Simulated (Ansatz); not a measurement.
Isolated molecules relaxed with PBE0-D4/def2-TZVP in Ansatz; ΔE leaves out vibrations. CBS: MP2 limit from def2 TZ/QZ plus the TZ coupled-cluster correction, frozen cores. This one scheme is used for every species. DFT in def2-TZVPP. For Ge outer-core shells are correlated without core-valence functions, which leaves a few kJ/mol of doubt a bond. Scalar relativity is left out up to krypton. One conformer a species, not always the lowest.

Reaction (ligand exchange at a Ge–N bond): `O[SiH](F)[NH][GeH3]` + `NB(O)F` → `OB(F)[NH][GeH3]` + `N[SiH](O)F`

`O[SiH](F)[NH][GeH3]`:

Cartesian coordinates in Å:
```
O -0.087 -0.725 -1.917
Si 0.166 0.743 -1.252
F -0.791 1.860 -1.873
N -0.159 0.687 0.414
Ge 0.123 -0.734 1.556
H -0.935 -1.148 -1.768
H 1.539 1.104 -1.643
H -0.430 1.545 0.870
H -0.887 -1.855 1.251
H -0.090 -0.200 2.979
H 1.550 -1.277 1.382
```

`NB(O)F`:

```xyz
7

N     0.105    0.332    0.868
B    -0.180   -0.487   -0.238
O    -0.017   -0.142   -1.547
F    -0.655   -1.716   -0.011
H    -0.042    0.005    1.806
H     0.464    1.267    0.810
H     0.324    0.741   -1.687
```

`OB(F)[NH][GeH3]`:

Cartesian coordinates in Å:
```
O -0.485 -1.219 -1.288
B -1.110 -0.703 -0.188
F -2.358 -1.109 0.111
N -0.451 0.238 0.616
Ge 1.257 0.877 0.319
H -1.025 -1.852 -1.763
H -0.944 0.595 1.418
H 1.319 1.591 -1.038
H 2.261 -0.283 0.353
H 1.536 1.866 1.461
```

`N[SiH](O)F`:

Cartesian coordinates in Å:
```
N -0.936 0.439 -0.582
Si 0.200 -0.147 0.538
O 1.413 -0.922 -0.225
F 0.698 1.155 1.314
H -1.498 1.246 -0.365
H -1.393 -0.172 -1.237
H -0.263 -1.103 1.559
H 1.780 -0.496 -1.002
```

```
        level  ΔE (kJ/mol)
         PBE0         -6.1
MP2/CBS(def2)         -6.0
```

Problem. What does CCSD(T)/CBS give? (An estimate is asked.)

Solution. Computed: -6.1 kJ/mol. The listed levels differ from it by 0.0, 0.1 kJ/mol.

Largest T1 diagnostic among the species: 0.012.
